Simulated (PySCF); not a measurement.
M06 on Rh- (rhodium, charge -1), [Kr] 4d8 5s2, high-spin 3F determinant. All numbers are calculated (PySCF 2.14, a scalar-relativistic core potential, in def2-TZVPPD with the def2 core potential (28 electrons) (6s4p3d2f1g, 56 functions)).

```
cycle= 1 E= -110.519264615883  delta_E= -0.00944  |g|= 0.0975  |ddm|= 0.535
cycle= 2 E= -110.515123298602  delta_E= 0.00414  |g|= 0.147  |ddm|= 0.208
cycle= 3 E= -110.522687760073  delta_E= -0.00756  |g|= 0.00065  |ddm|= 0.127
cycle= 4 E= -110.522688270764  delta_E= -5.11e-07  |g|= 0.000356  |ddm|= 0.00362
cycle= 5 E= -110.522688340092  delta_E= -6.93e-08  |g|= 7.79e-05  |ddm|= 0.00108
cycle= 6 E= -110.522688343454  delta_E= -3.36e-09  |g|= 3.76e-06  |ddm|= 0.000127
cycle= 7 E= -110.52268834346  delta_E= -6.21e-12  |g|= 8.93e-08  |ddm|= 6e-06
converged SCF energy = -110.52268834346  <S^2> = 2.0089181  2S+1 = 3.0059395
```

Highest occupied orbital energy: 0.749 eV; ⟨L²⟩ = 12.00; populations by l: s 4.00, p 6.00, d 8.00, f 0.00.

(1) Can this result be used?

Answers

(1) With care. The run converged. Energies and moments cover only the electrons outside the core potential. At M06 the highest occupied level has a positive energy, so only the finite basis holds that electron; in a semilocal or global hybrid functional this comes from self-interaction and does not mean that the real anion is unbound.
